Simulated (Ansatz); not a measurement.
```yaml
crystal:
  periodic: [false, false, false]
  atoms:
    - {symbol: C, position_ang: [-0.395740, 2.308162, -0.943507]}
    - {symbol: In, position_ang: [0.923395, 1.009677, 0.172616]}
    - {symbol: C, position_ang: [1.823340, -0.709274, -0.795555]}
    - {symbol: O, position_ang: [-0.822849, -0.320371, 1.321365]}
    - {symbol: Si, position_ang: [-1.482068, -1.758141, 0.782364]}
    - {symbol: H, position_ang: [-0.953370, 1.743365, -1.693064]}
    - {symbol: H, position_ang: [0.178081, 3.079956, -1.462455]}
    - {symbol: H, position_ang: [-1.103254, 2.806017, -0.278314]}
    - {symbol: H, position_ang: [1.526958, 1.510244, 1.733007]}
    - {symbol: H, position_ang: [2.766377, -0.421301, -1.267037]}
    - {symbol: H, position_ang: [1.174066, -1.113770, -1.574970]}
    - {symbol: H, position_ang: [2.044068, -1.498574, -0.073786]}
    - {symbol: H, position_ang: [-0.689366, -0.206057, 2.265386]}
    - {symbol: H, position_ang: [-0.576197, -2.893318, 1.083563]}
    - {symbol: H, position_ang: [-1.646804, -1.579073, -0.674518]}
    - {symbol: H, position_ang: [-2.789436, -1.980142, 1.449305]}
basis:
  gaussian: {orbitals: def2-mTZVP}
magnetization: {spin_polarized: true, initial_magnetization: 2}
hamiltonian: {xc: {name: wB97M-V}, dispersion: d2}
accuracy: high
output: {forces: true}
```

```sh
$ ansatz run in.yaml --threads 4 --pin off --events-out ev --progress --plain --max-ram 11315MiB
```

How does Ansatz answer? (Best estimate.)

Computed: The input was rejected before any iteration.
```
Error: YAML parse error: error: line 23 column 48: hamiltonian.dispersion: `d2` is not `none`, `rvv10`, `d3bj`, `d3bjatm`, `d4` or a map `{method: …, s8: …, a1: …, a2_bohr: …}` (numbers without units, a2 in bohr) or `{method: …, functional: …}`
21 |   gaussian: {orbitals: def2-mTZVP}
22 | magnetization: {spin_polarized: true, initial_magnetization: 2}
23 | hamiltonian: {xc: {name: wB97M-V}, dispersion: d2}
24 | accuracy: high
25 | output: {forces: true}
```
